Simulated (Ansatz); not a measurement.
`O[SiH2]N[SiH2]Cl` and `O[SiH2]N[SiH](O)Cl` differ in one atom or group.

Ansatz, PBE0-D4/def2-TZVP geometries, multiplicity 1. Each molecule was computed in one conformer, which needn't be the lowest.

| property | `O[SiH2]N[SiH2]Cl` |
| --- | --- |
| HOMO energy (B3LYP/def2-TZVPP) / eV | -8.02 |
| LUMO energy (ωB97M-V/def2-TZVPP) / eV | 1.73 |
| HOMO–LUMO gap (B3LYP/def2-TZVPP) / eV | 7.94 |
| HOMO energy (PBE0/def2-TZVPP) / eV | -8.28 |
| size of the dipole moment (ωB97M-V/def2-TZVPP) / D | 2.03 |
| LUMO energy (PBE/def2-TZVPP) / eV | -0.66 |

(1) What does the change do to each property? (Best estimate.)

Answers

(1) Ansatz gave: 
```tsv
property	`O[SiH2]N[SiH](O)Cl`	shift
HOMO energy (B3LYP/def2-TZVPP) / eV	-7.74	0.28
LUMO energy (ωB97M-V/def2-TZVPP) / eV	1.82	0.09
HOMO–LUMO gap (B3LYP/def2-TZVPP) / eV	7.68	-0.26
HOMO energy (PBE0/def2-TZVPP) / eV	-7.96	0.32
size of the dipole moment (ωB97M-V/def2-TZVPP) / D	2.03	0.00
LUMO energy (PBE/def2-TZVPP) / eV	-0.67	-0.01
```

With PBE0 the HOMO rises by 0.32 eV and the LUMO rises by 0.06 eV, so the gap narrows by about 0.26 eV. PBE moves the HOMO by 0.31 eV and ωB97M-V by 0.33 eV. Dipoles are sizes alone; their direction can turn.

B3LYP here is the variant with VWN-RPA as its local correlation; programs differ in this.
